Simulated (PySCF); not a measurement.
# Charge-transfer reorganisation: SMILES C#C/C(C=[NH2+])=C/C=C/N, [C7H9N2]+, charge +1

Geometry:
```json
{"atom": "C1", "x (Å)": "-2.511", "y (Å)": "2.533", "z (Å)": "-0.488"}
{"atom": "C2", "x (Å)": "-1.763", "y (Å)": "1.596", "z (Å)": "-0.298"}
{"atom": "C3", "x (Å)": "-0.917", "y (Å)": "0.462", "z (Å)": "-0.068"}
{"atom": "C4", "x (Å)": "-1.529", "y (Å)": "-0.785", "z (Å)": "0.157"}
{"atom": "N5", "x (Å)": "-2.838", "y (Å)": "-0.976", "z (Å)": "0.170"}
{"atom": "C6", "x (Å)": "0.489", "y (Å)": "0.620", "z (Å)": "-0.073"}
{"atom": "C7", "x (Å)": "1.496", "y (Å)": "-0.328", "z (Å)": "0.123"}
{"atom": "C8", "x (Å)": "2.832", "y (Å)": "0.067", "z (Å)": "0.074"}
{"atom": "N9", "x (Å)": "3.884", "y (Å)": "-0.726", "z (Å)": "0.244"}
{"atom": "H10", "x (Å)": "-3.157", "y (Å)": "3.378", "z (Å)": "-0.659"}
{"atom": "H11", "x (Å)": "-0.921", "y (Å)": "-1.676", "z (Å)": "0.336"}
{"atom": "H12", "x (Å)": "-3.474", "y (Å)": "-0.192", "z (Å)": "0.011"}
{"atom": "H13", "x (Å)": "-3.240", "y (Å)": "-1.895", "z (Å)": "0.338"}
{"atom": "H14", "x (Å)": "0.823", "y (Å)": "1.647", "z (Å)": "-0.261"}
{"atom": "H15", "x (Å)": "1.268", "y (Å)": "-1.382", "z (Å)": "0.317"}
{"atom": "H16", "x (Å)": "3.072", "y (Å)": "1.119", "z (Å)": "-0.120"}
{"atom": "H17", "x (Å)": "4.832", "y (Å)": "-0.363", "z (Å)": "0.193"}
{"atom": "H18", "x (Å)": "3.780", "y (Å)": "-1.722", "z (Å)": "0.429"}
```

Total charge +1.

Theory: UKS B3LYP/def2-SV(P) four-point reorganisation energy, gas phase (PySCF 2.14.0). Geometry: B3LYP/def2-SV(P).

(1) What is the inner reorganisation energy for electron transfer, with the electron affinity?

Answers

(1) λ = 0.223 (surface of the reduced species) + 0.407 (surface of the starting species) = 0.630 eV. The electron affinity is 4.58 eV vertical and 4.80 eV adiabatic without zero-point energy; at the relaxed geometry of the reduced species the two energies differ by 5.21 eV. Largest bond changes: C8–N9 1.328 → 1.386 Å, C4–N5 1.322 → 1.377 Å, C3–C6 1.415 → 1.433 Å, C6–C7 1.397 → 1.415 Å, C7–C8 1.394 → 1.376 Å. ⟨S²⟩ of the relaxed reduced species 0.793.
